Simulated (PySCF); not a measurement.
**[Pr(NH3)2]3+ relaxed at several levels**

Computed with PySCF 2.14.0, def2-SVP on the ligands, density fitting, scalar-relativistic core potentials, no spin-orbit coupling, vacuum. Each row is relaxed at its own level from the same template. Distances are means of the shortest metal–ligand contacts, charges and spins Mulliken's; removal energies are rigid, with the ligand's formal charge and no counterpoise, so too large; for an anion taken off a cation in vacuum most of it is the attraction of opposite charges, and multiply charged cations can part far more cheaply with an electron moved from ligand to metal. lcecp potentials hold a fixed number of 4f electrons in the core, out of states, spins and gaps.

| level | basis on the metal | point group | M–NH3 (Å) | charge on M (e) | removal of one NH3 (eV) | unstable modes (below −25 cm⁻¹) |
| --- | --- | --- | --- | --- | --- | --- |
| BP86 | lcecp-1-SVP with ECP48 | C1 | 2.486 | 2.09 | 4.38 | 1 (soft) |

Question: What does the calculation give for PBE, lcecp-1-SVP with ECP48?

Answer: point group: C1, nearly C2, M–NH3 (Å): 2.481, charge on M (e): 2.07, removal of one NH3 (eV): 4.45, unstable modes (below −25 cm⁻¹): 2.
```xyz
9

Pr    1.1751   -0.0467    0.0000
N    -0.1970    0.0091    2.0663
H     0.2713    0.4598    2.8907
H    -1.1100    0.5225    2.0122
H    -0.4822   -0.9248    2.4522
N    -0.1971    0.0056   -2.0664
H     0.2654   -0.4163   -2.9092
H    -1.1162   -0.4982   -2.0332
H    -0.4704    0.9584   -2.4126
```

Members with unstable modes aren't minima as they stand: saddle points kept by symmetry or, where the modes are soft, flat surfaces and noise. Moved off a saddle point of the template and relaxed again: BP86, PBE. One start shape was tried for each, so a minimum needn't be the lowest isomer.
